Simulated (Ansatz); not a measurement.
Reading a saddle point

A first-order saddle point of SiH6OF2, singlet, PBE0-D4/def2-TZVP, with one imaginary mode of 1009i cm⁻¹:

```
10
angstrom
Si 0.7032 0.3962 -0.0306
H -0.9709 0.3448 -0.1644
H 1.3355 -0.5921 -0.9270
H 1.2652 1.0194 1.1742
O 0.6046 1.7721 -0.9606
H -0.6682 -1.5183 0.9748
F 0.4052 -1.1051 1.1400
H -1.3665 -0.4463 0.0968
F -1.7105 -1.5404 0.5891
H 0.4024 1.6698 -1.8924
```

Computed with Ansatz 0.2.0 (basis: def2-TZVPP and def2-QZVPP); correlated methods freeze the cores. Extrapolation: Hartree–Fock as exp(−7.88 √X), correlation as X^−2.97.

Which contacts change along the imaginary mode, and what lies on either side? (Judge from chemistry; the calculation decides.)

Computed: The step is SiH₄O ([OH][SiH3]) + HF + HF → SiH₃OF ([OH][SiH2][F]) + HF + H₂, with the molecules in contact on both sides. Shortening one way: Si1–F7, H2–H8, H6–F9; lengthening the same way: Si1–H2, H6–F7, H8–F9.
```json
{"pair": "Si1–F7", "one side (Å)": "3.07", "saddle (Å)": "1.93", "other side (Å)": "1.62"}
{"pair": "H2–H8", "one side (Å)": "1.57", "saddle (Å)": "0.92", "other side (Å)": "0.75"}
{"pair": "H6–F9", "one side (Å)": "1.74", "saddle (Å)": "1.11", "other side (Å)": "0.93"}
{"pair": "Si1–H2", "one side (Å)": "1.51", "saddle (Å)": "1.68", "other side (Å)": "4.27"}
{"pair": "H6–F7", "one side (Å)": "0.93", "saddle (Å)": "1.16", "other side (Å)": "1.80"}
{"pair": "H8–F9", "one side (Å)": "0.94", "saddle (Å)": "1.25", "other side (Å)": "2.56"}
```

Which side is lower, and how far does the saddle lie above each? (Judge from chemistry; the value comes from the calculation.)

The calculation gives: The side with Si1–F7, H2–H8, H6–F9 short is lower by 132.3 kJ/mol; the saddle lies 255.4 kJ/mol above it and 123.2 kJ/mol above the other (CCSD(T) at an estimated basis limit (MP2 extrapolated from triple and quadruple zeta, plus CCSD(T) − MP2 in triple zeta); electronic energies).

The T1 diagnostic stays at or below 0.013.

Labels in which every atom is bracketed show which atoms are joined, not bond orders.

For scale, one of the runs: CCSD(T)/def2-TZVPP, 219 basis functions, launched by `ansatz run in.yaml --threads 4 --pin off --events-out ev --progress --plain --max-ram 9574MiB`. Hardware: 4 CPU threads of an Arm Neoverse V1, shared host. Wall time 90 s; peak host memory 3.5 GiB.
